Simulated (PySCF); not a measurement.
These 2 structures share the formula C10H15Cl. Method: PySCF, PBE0-D3(BJ)/def2-SVP geometry optimisation, gas phase. One conformer each; no zero-point energy, no entropy. No frequencies were run at this level. Point groups hold within 0.08 Å.

Question: Rank from lowest to highest electronic energy at this level (kJ/mol).
A. `Cl[C@H]1[C@@H]2C[C@H]3C[C@@H](C2)C[C@@H]1C3`
B. `Cl[C@]12C[C@H]3C[C@H](C[C@H](C3)C1)C2`

Answer: B (0.0), A (8.1).

Neighbours under 10 kJ/mol apart (Cl[C@]12C[C@H]3C[C@H](C[C@H](C3)C1)C2 and Cl[C@H]1[C@@H]2C[C@H]3C[C@@H](C2)C[C@@H]1C3) can change places with a better method, another conformer or zero-point energy.

```
                                     SMILES      E (Eh)  E rel (kJ/mol)  dipole (D)  point group       A, B, C (MHz)
      Cl[C@]12C[C@H]3C[C@H](C[C@H](C3)C1)C2  -849.33842             0.0        2.34          C3v  1699, 839.9, 839.8
Cl[C@H]1[C@@H]2C[C@H]3C[C@@H](C2)C[C@@H]1C3  -849.33533             8.1        2.05           Cs  1694, 864.8, 863.2
```

How do the relative energies change in single points at PBE0/pcSseg-1 (no added dispersion term) on the same geometries?

```tsv
SMILES	PBE0-D3(BJ)/def2-SVP (kJ/mol)	PBE0/pcSseg-1 (kJ/mol)	shift
Cl[C@]12C[C@H]3C[C@H](C[C@H](C3)C1)C2	0.0	0.0	0.0
Cl[C@H]1[C@@H]2C[C@H]3C[C@@H](C2)C[C@@H]1C3	8.1	10.9	+2.8
```

Each column counts from its own lowest isomer. The order is unchanged; the largest shift is 2.8 kJ/mol.
